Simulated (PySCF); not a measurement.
Job file and geometry (Å, from GFN2-xTB) of an NMR shielding run on `O=C[C@H]1[SiH2][SiH2][SiH2]C1=O`, C3H8O2Si3, GIAO PBE0/pcSseg-1 NMR shielding, non-relativistic, gas phase in PySCF 2.14.0, density-fitted response routines; density fitting, a coarse starting grid and PySCF grid level 2 are the driver's defaults:

```
$ OMP_NUM_THREADS=1 python probes_run.py task.json out

{"job": {"kind": "nmr", "xc": "PBE0", "basis": "pcSseg-1"}, "charge": 0, "multiplicity": 1}
O     -0.521639    -0.168959     1.861569
C     -1.279826    -0.700735     1.064486
C     -0.911918    -0.966080    -0.304747
Si    -0.994874     0.838376    -1.126242
Si     0.815623     1.750182     0.041335
Si     1.743309    -0.291082     0.678654
C      0.535078    -1.355375    -0.396183
O      0.910319    -2.197434    -1.178479
H     -2.300350    -0.975521     1.377174
H     -1.577470    -1.653813    -0.822589
H     -0.919554     0.517750    -2.555960
H     -2.400538     1.220426    -0.921621
H      1.598716     2.596881    -0.878196
H      0.360088     2.694420     1.068783
H      3.044840    -0.546353     0.029377
H      1.890598    -0.753738     2.051229
```

Q: Write the output of this run.

A: 
```
coarse grid: 15264 points
cycle   1  E = -1137.0302598024  dE =  1.139e+00  |g| = 1.019e+00  |ddm| = 3.798e+00
cycle   2  E = -1136.1524664383  dE =  8.778e-01  |g| = 2.315e+00  |ddm| = 3.401e+00
cycle   3  E = -1137.2313868575  dE = -1.079e+00  |g| = 1.633e-01  |ddm| = 2.756e+00
cycle   4  E = -1137.2345091887  dE = -3.122e-03  |g| = 1.246e-01  |ddm| = 2.638e-01
cycle   5  E = -1137.2375326787  dE = -3.023e-03  |g| = 3.987e-02  |ddm| = 1.317e-01
cycle   6  E = -1137.2378197038  dE = -2.870e-04  |g| = 1.053e-02  |ddm| = 3.686e-02
cycle   7  E = -1137.2378431239  dE = -2.342e-05  |g| = 2.217e-03  |ddm| = 1.250e-02
cycle   8  E = -1137.2378441614  dE = -1.037e-06  |g| = 7.922e-04  |ddm| = 3.158e-03
final grid: 134800 points
cycle   9  E = -1137.3035079347  dE = -3.205e-07  |g| = 1.354e-02  |ddm| = 2.426e-02
cycle  10  E = -1137.3033832184  dE =  1.247e-04  |g| = 2.902e-02  |ddm| = 3.136e-02
cycle  11  E = -1137.3035409088  dE = -1.577e-04  |g| = 9.633e-04  |ddm| = 2.275e-02
cycle  12  E = -1137.3035410748  dE = -1.660e-07  |g| = 4.018e-04  |ddm| = 1.066e-03
cycle  13  E = -1137.3035411036  dE = -2.878e-08  |g| = 1.340e-04  |ddm| = 3.312e-04
cycle  14  E = -1137.3035411070  dE = -3.449e-09  |g| = 4.010e-05  |ddm| = 1.751e-04
cycle  15  E = -1137.3035411074  dE = -3.574e-10  |g| = 7.891e-06  |ddm| = 5.739e-05
converged SCF energy = -1137.3035411074

GIAO shielding tensors (ppm)
atom      isotropic    diamagn.    paramagn.     s11        s22        s33       span
  0 O     -275.393     404.228    -679.621   -819.101   -367.097    360.019   1179.120
  1 C      -22.570     250.936    -273.506   -127.183    -40.952    100.426    227.609
  2 C      115.012     262.462    -147.450     67.428    125.053    152.555     85.127
  3 Si     407.245     880.210    -472.965    349.810    418.743    453.182    103.372
  4 Si     476.705     879.714    -403.009    449.829    482.559    497.726     47.897
  5 Si     446.275     878.534    -432.259    392.482    448.728    497.614    105.131
  6 C      -55.358     251.150    -306.508   -154.108    -84.797     72.831    226.938
  7 O     -520.162     397.234    -917.396  -1409.256   -459.962    308.733   1717.989
  8 H       21.701      28.843      -7.141     18.949     21.594     24.560      5.611
  9 H       27.465      33.539      -6.075     24.777     27.151     30.466      5.689
 10 H       27.641      29.507      -1.866     23.738     25.421     33.764     10.026
 11 H       27.414      29.289      -1.875     24.585     25.145     32.513      7.929
 12 H       28.082      28.611      -0.529     24.652     25.009     34.585      9.933
 13 H       28.031      28.605      -0.574     24.869     25.295     33.928      9.059
 14 H       27.887      28.838      -0.951     24.519     25.072     34.070      9.551
 15 H       26.969      28.542      -1.573     23.035     26.246     31.627      8.591
```

Q: Turn these shieldings into chemical shifts. Chemical shifts δ = σref − σ; H2O for 17O (σref 336.08); 13C (σref 186.93) and 29Si (σref 349.16) and 1H (σref 31.72) vs TMS, all at this level.

A: Averaging equivalent atoms: O 7: 856.2; O 0: 611.5; C 6: 242.3; C 1: 209.5; C 2: 71.9; Si 3: -58.1; Si 5: -97.1; Si 4: -127.5; H 8: 10.02; H 15: 4.75; H 11: 4.30; H 9: 4.25; H 10: 4.08; H 14: 3.83; H 13: 3.69; H 12: 3.64 ppm. Unscaled 17O shifts of doubly bonded oxygen tend to come out too high, by tens of ppm or more. Experimental scales use liquid or dissolved standards, which lie at an offset from isolated H2O (liquid H2O: subtract about 36 ppm).

Size and cost of the density-fitted run: 197 basis functions, 65 s wall time on 1 thread of an Arm Neoverse N1, shared host; peak memory 0.89 GiB.
